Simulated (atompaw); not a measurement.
# scandium: one change to a PAW (atompaw) potential, before and after

| Property | Result |
| --- | --- |
| Element | Sc (Z = 21) |
| Generator | atompaw 4.2.0.5 |
| Type | PAW |
| Functional | PBE |
| Relativity | scalar-relativistic |
| Frozen core | [Ne] |
| Valence charge | 11 |
| Reference configuration | 3s2 3p6 3d1 4s1 4p0 (charge +1) |
| Partial waves | 3s (bound): rc 1.40 bohr; 4s (bound): rc 1.95 bohr; 3p (bound): rc 1.80 bohr; 4p (bound, empty): rc 3.00 bohr; 3d (bound): rc 3.00 bohr; 3d channel at 3.95 Ry: rc 3.00 bohr |
| Local potential | troulliermartins scheme with l = 3 at 0.5 Ry, radius 2.40 bohr |
| Core correction | smooth core density matched at 1.60 bohr |
| Augmentation charge | gaussian compensation charge, radius 2.55 bohr; PAW radius 3.00 bohr; waves and projectors: modrrkj vanderbiltortho |

Change: local potential troulliermartins scheme with l = 3 at 0.5 Ry, radius 2.58 bohr.

Cutoffs: the cutoffs (Ry, on a coarse ladder) from which the occupation-weighted sum of valence levels, in a spherical-Bessel basis at the reference potential, stays within 10 and 1 mRy of its value at 400 Ry; they do not see the model core or the augmentation charge, which bear on the density cutoff.

Task: What does the change do?

Result: The potential gets neither clearly harder nor softer (21 Ry and 40 Ry → 21 Ry and 40 Ry); a bound ghost appears in p, which as a rule spoils a file. A state that the projectors do not describe sees the local part alone, so a deeper or shallower local part can create or remove a ghost.

| quantity | base | changed |
| --- | --- | --- |
| cutoff, loose | 21 Ry | 21 Ry |
| cutoff, tight | 40 Ry | 40 Ry |
| bound ghosts | none | p |
| s: phases at 3.01 bohr within 0.05 rad from the reference energy up to (Ry; the scan ends near 5) | 3.6 | 3.6 |
| p: phases at 3.01 bohr within 0.05 rad from the reference energy up to (Ry; the scan ends near 5) | -0.0 | -0.3 |
| d: phases at 3.01 bohr within 0.05 rad from the reference energy up to (Ry; the scan ends near 5) | 0.1 | -0.2 |
| lowest overlap eigenvalue by channel | s 0.74, p 1.00, d 0.76 | s 0.76, p 1.00, d 0.76 |

 A true bound ghost makes a file unfit for plane-wave use even where its test errors are small: the radial tests pick states by their node count and pass the ghost by. The cutoffs see the waves, projectors and local potential, not the compensation charge or the core.
